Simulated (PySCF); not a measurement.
**Shapes and spin states of CoSe₂**

Method: B3LYP/[Co def2-SVP, Se def2-SVP], no relativity, density fitting, PySCF.

Relaxations began from a few typed shapes and spin states; open shells are unrestricted. The search is not exhaustive: other isomers or separated fragments can lie lower, and high-lying points may rest on an excited occupation.

Which is the lowest minimum found?
A. quartet C2v: Co–Se 2.263 Å (×2), Se–Se 2.506 Å; Co–Se–Se 56.4° (×2), Se–Co–Se 67.2°
B. sextet D∞h: Co–Se 2.270 Å (×2); Se–Co–Se 180.0°
C. broken-symmetry Ms = 3/2 (⟨S²⟩ 4.62) C∞v: Co–Se 2.210 Å, Co–Se 2.287 Å; Se–Co–Se 180.0°
D. broken-symmetry Ms = 1/2 (⟨S²⟩ 2.25) D∞h: Co–Se 2.240 Å (×2); Se–Co–Se 180.0°
E. sextet C2v: Co–Se 2.259 Å (×2); Se–Co–Se 162.9°

A. The others lie at 34.0 (broken-symmetry Ms = 1/2 D∞h), 35.4 (sextet D∞h), 37.1 (sextet C2v), 38.0 (broken-symmetry Ms = 3/2 C∞v) kJ/mol above it.

For the lowest minimum: with open d or f shells other occupations or spin states may lie lower.

The electron or spin density has lower symmetry than the nuclear frame for the broken-symmetry Ms = 1/2 (⟨S²⟩ 2.25) D∞h at 34.0 kJ/mol, sextet D∞h at 35.4 kJ/mol, broken-symmetry Ms = 3/2 (⟨S²⟩ 4.62) C∞v at 38.0 kJ/mol.
